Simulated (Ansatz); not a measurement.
Reaction (ligand exchange at the Al–N bond): `[AlH2]/[N]=C\S` + `O[SiH2]S` → `[AlH2][O][SiH2]S` + `N=CS`

Program: Ansatz. Geometries: PBE0-D4/def2-TZVP. ΔE: electronic, gas phase. CCSD(T)/CBS adds triple-zeta CCSD(T) − MP2 to the extrapolated MP2 energy (def2 sets, frozen cores). This one scheme is used for every species. Functionals use def2-TZVPP. B3LYP here is the variant with VWN-RPA as its local correlation; programs differ in this. One conformer a species, not always the lowest.

```
             level  ΔE (kJ/mol)  difference from CCSD(T)/CBS
            PBE-D4        -57.4                         15.2
         r2SCAN-D4        -64.1                          8.5
           PBE0-D4        -64.2                          8.4
          B3LYP-D4        -66.4                          6.2
           ωB97X-V        -72.8                         -0.2
           ωB97M-V        -70.9                          1.7
            B2PLYP        -68.4                          4.2
               PBE        -56.5                         16.1
            r2SCAN        -63.8                          8.8
              PBE0        -63.3                          9.3
             B3LYP        -64.9                          7.7
     HF/def2-TZVPP        -81.0                         -8.4
    MP2/def2-TZVPP        -71.4                          1.2
SCS-MP2/def2-TZVPP        -74.5                         -1.9
   CCSD/def2-TZVPP        -75.9                         -3.3
CCSD(T)/def2-TZVPP        -73.6                         -1.0
     HF/def2-QZVPP        -82.3                         -9.7
    MP2/def2-QZVPP        -71.2                          1.4
SCS-MP2/def2-QZVPP        -74.4                         -1.8
      HF/CBS(def2)        -82.5                         -9.9
     MP2/CBS(def2)        -70.3                          2.3
    CCSD/CBS(def2)        -74.9                         -2.3
       CCSD(T)/CBS        -72.6                            0
```

Largest T1 diagnostic among the species: 0.015.

In def2-TZVPP, CCSD(T) changes the Hartree–Fock value by +7.4 kJ/mol (the triples alone add +2.3 kJ/mol) and MP2 by +9.6 kJ/mol. From PBE to PBE0 (25 % exact exchange), in def2-TZVPP and without D4, ΔE moves by −6.8 kJ/mol.
